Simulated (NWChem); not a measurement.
Species: C$_{3}$H$_{6}$OS; SMILES CCSC=O

```xyz
11

C      0.7978     1.8524    -0.4198
C     -0.0059     1.1023     0.6249
S     -1.0881    -0.1814    -0.0720
C      0.0617    -1.5123    -0.1870
O      1.2138    -1.4799     0.1469
H      1.4052     2.6352     0.0618
H      1.4819     1.1721    -0.9469
H      0.1457     2.3350    -1.1629
H     -0.6781     1.7694     1.1850
H      0.6521     0.5937     1.3455
H     -0.4298    -2.4187    -0.6139
```
Atoms are numbered in this order, from 1.

Computed with NWChem. All runs use the structure optimised with PBE0/def2-SVP. B3LYP is NWChem's, with the RPA form of VWN correlation.

For level B3LYP/def2-TZVP:

```yaml
highest occupied level (eV): -7.30
orbital gap (eV): 6.26
```

How do the values read with level PBE/def2-TZVP instead?

The highest occupied level (eV) is -6.21 and the orbital gap (eV) is 4.37.
